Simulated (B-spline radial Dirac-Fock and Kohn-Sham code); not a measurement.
Photoelectron lines of O³⁺ at 157 eV

System: O³⁺ in the configuration [He] 2s2 2p1.

Level of theory: the independent-particle Dirac-Slater model, thresholds from Dirac-Fock; a B-spline atomic structure program. The asymmetry parameter β is from the dipole term alone. Kinetic energies are from the vacuum level. Open shells are spread statistically over j, without multiplet splitting.

```
  subshell  electrons  binding (eV)  kinetic (eV)  σ (kb)     β
   L1 (2s)          2         87.69         69.31     395  2.00
L2 (2p1/2)       0.33         77.23         79.77    59.4  1.48
L3 (2p3/2)       0.67         77.17         79.83     118  1.48
```

Branching ratios of the spin-orbit partners (statistical value in brackets): 2p 1.99 (2.00).

At such low photon energies correlation between channels can change these cross sections by tens of per cent.

Run: 0.74 s of CPU time on 1 thread of Intel(R) Xeon(R) 6975P-C (shared host), peak memory 0.46 GiB.

Values without a named source are computed, but for edge energies of neutral atoms, which are taken from tables.
